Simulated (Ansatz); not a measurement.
Cl3F3Mo, SMILES `[F][Mo]([F])([F])([Cl])([Cl])[Cl]`. Charge 0, multiplicity 1. Mo: def2 effective core potential.

```xyz
7

F     0.922    1.619   -0.151
Mo    0.051    0.009    0.004
F     1.384   -0.710   -1.036
F     1.126   -0.330    1.455
Cl   -1.470    0.968    1.360
Cl   -1.137    0.478   -1.851
Cl   -0.874   -2.034    0.220
```

(1) List the harmonic frequencies (cm⁻¹, unscaled) at PBE0-D4/def2-TZVP in Ansatz. (An estimate is asked.)

(2) Is this a minimum?

(3) Give the ideal-gas thermochemistry at 298.15 K and 1 bar (rigid rotor, harmonic oscillator; point group C3v, symmetry number 3).

(4) Rotational constants (cm⁻¹)?

## Answers

(1) Ansatz gave: 97, 97, 97, 187, 205, 205, 272, 272, 296, 386, 386, 427, 661, 661, 711.

(2) Yes, all 15 modes are real.

(3) Zero-point energy 29.7 kJ/mol; H(298) − E = 56.8 kJ/mol; entropy 401.1 J/(mol·K), of which translation 178.2, rotation 116.3, vibration 106.7; G(298) − E = -62.8 kJ/mol. Modes under 100 cm⁻¹ are hindered rotations or soft bends, so the harmonic entropy is rough.

(4) 0.03631, 0.03631, 0.03371.
